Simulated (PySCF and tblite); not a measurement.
The numbers below are computed, except where a source is named.
C8H10O2S, numbered as in [CH3:1][S:2](=[O:3])(=[O:4])[CH2:5][c:6]1[cH:7][cH:8][cH:9][cH:10][cH:11]1.

Free energies: PBE0-D3(BJ)/pcSseg-1 (IEF-PCM, chloroform) on GFN2-xTB structures plus GFN2-xTB thermal terms, symmetry and mirror images included. Conformers within 3 kcal/mol (GFN2-xTB free energy) were kept, 10 at most. Codes: tblite and PySCF.

An NOE distance is ⟨r⁻⁶⟩^(−1/6) over all pairs of like atoms and, for the average, over conformers.

Torsions listed: O3–S2–C5–C6, S2–C5–C6–C7. Of a mirror pair one member is shown.

```tsv
conformer	shape	weight %
1	65°, -70°	87.1
2	-65°, -88°	12.9
```

**Question.** Which H–H contacts under 3.5 Å would NOEs report (pairs on one atom left out) at 298.15 K?

**Answer.** 
```
             pair  in 1 (Å)  in 2 (Å)  average (Å)
    H8/H10 ··· H9      2.47      2.47         2.47
    H5 ··· H7/H11      2.75      2.72         2.75
H7/H11 ··· H8/H10      2.76      2.76         2.76
        H1 ··· H5      3.52      3.11         3.44
```

Longer pairs under the limit may be missing.

**Question.** In a model where alignment follows shape alone (order matrix 0.0005 × (3G/tr G − 1)/2, G the second moments of the atom positions; splitting J + 2D), what are the one-bond C–H dipolar couplings D?

**Answer.** H1 -0.3 Hz (-0.7 in conformer 1), H5 1.9 Hz (1.9 in conformer 1), H7/H11 0.5 Hz (0.6 in conformer 1), H8/H10 0.6 Hz (0.6 in conformer 1), H9 -4.1 Hz (-3.7 in conformer 1).


Conformer gaps in pcSseg-1 on xTB geometries can be 2 kcal/mol off for S=O, P=O and other polar bonds.